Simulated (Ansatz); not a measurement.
F2H2NNbO, SMILES [OH][Nb]([F])([F])=[NH], multiplicity 1.

The structure is a stationary point at B3LYP-D3(BJ)/def2-SVP. The spin state was assumed, not searched. The structure was generated by enumeration; whether it is a known compound was not checked. The def2 effective core potentials stand for the cores of Nb; spin–orbit coupling is left out. Other conformers were not sampled.

Two levels are set side by side: PBE/def2-SVPD (Ansatz, a quantum-chemistry and plane-wave program) and PBE0/def2-SVPD (Ansatz). Energy differences of separate SCF runs at the same geometry; the states with an electron removed or added have multiplicity 2 and 2. Differences are taken from unrounded values.

| quantity | PBE |
|---|---|
| vertical ionisation energy (eV) | 10.52 |
| vertical singlet–triplet gap (eV) | 4.84 |

Q: These are the PBE values. What does PBE0 give? (Estimate from the structure and the level; the computed values follow.)

A: 
```
quantity                            PBE0  PBE minus PBE0
---------------------------------  -----  --------------
vertical ionisation energy (eV)    10.67           -0.16
vertical singlet–triplet gap (eV)   4.44            0.40
```
